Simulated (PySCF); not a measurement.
C₂H₂F (SMILES [CH-]=CF), charge -1, singlet, at a GFN2-xTB geometry.

The PySCF input:
```python
from pyscf import gto, scf, mp

mol = gto.Mole()
mol.atom = '''
    C     0.12287813    0.40730308   -0.00331883
    C     1.24949282   -0.26376349   -0.03891045
    F    -1.12740689   -0.31305432    0.03446280
    H    -0.19677651    1.48659008    0.00782128
    H     2.10921281    0.46966118   -0.06461080
'''
mol.basis = 'cc-pvdz'
mol.charge = -1
mol.verbose = 4
mol.build()

mf = scf.RHF(mol)
mf.kernel()

pt = mp.MP2(mf)
pt.kernel()
print('E(MP2) = %.10f' % pt.e_tot)
```

**Question.** What does this run give for the SCF-reference Mulliken (on the basis functions themselves) charges in atom order, MP2 correlation energy, total energy, nuclear repulsion energy?

**Answer.** 
| Item | Result |
|---|---|
| SCF-reference Mulliken (on the basis functions themselves) charges in atom order | C1 0.05, C2 -0.42, F3 -0.45, H4 -0.09, H5 -0.09 |
| MP2 correlation energy | -0.4621 Eh |
| total energy | -176.689323 Ha |
| nuclear repulsion energy | 58.9472 Eh |
